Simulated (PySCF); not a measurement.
**Polarisability and C₆ of Mo²⁺ (molybdenum, charge +2)**

[Kr] 4d4, high-spin 5D determinant. Computed with PySCF 2.14 in x2c-TZVPPall with one added diffuse shell each of s, p, d, f type (9s7p7d3f1g, 95 functions), with scalar relativity by spin-free X2C-1e. Coupled (time-dependent) response in atomic units; α is the mean over directions.

```csv
method,mean α (bohr³),"α xx, yy, zz",C₆ (like pair),S(−4)
LC-wPBE,9.677,"9.190, 9.190, 10.65",51.33,36.38
```

S(−4) is the Cauchy moment in α(ω) = α(0) + S(−4) ω² + …

Spin-orbit coupling is absent.

α(iu) at LC-wPBE:

```json
{"u (hartree)": "0", "α(iu) (bohr³)": "9.677"}
{"u (hartree)": "0.0500", "α(iu) (bohr³)": "9.588"}
{"u (hartree)": "0.100", "α(iu) (bohr³)": "9.337"}
{"u (hartree)": "0.200", "α(iu) (bohr³)": "8.530"}
{"u (hartree)": "0.300", "α(iu) (bohr³)": "7.609"}
{"u (hartree)": "0.500", "α(iu) (bohr³)": "6.029"}
{"u (hartree)": "0.750", "α(iu) (bohr³)": "4.639"}
{"u (hartree)": "1.00", "α(iu) (bohr³)": "3.672"}
{"u (hartree)": "1.50", "α(iu) (bohr³)": "2.436"}
{"u (hartree)": "2.00", "α(iu) (bohr³)": "1.709"}
{"u (hartree)": "3.00", "α(iu) (bohr³)": "0.9538"}
{"u (hartree)": "5.00", "α(iu) (bohr³)": "0.4134"}
```

For an ion, C₆ is the dispersion term alone; charge-induced terms of lower order in 1/R come first.

The components differ because the open shell of this determinant is not spherical; for a pure term their mean is the scalar polarisability.
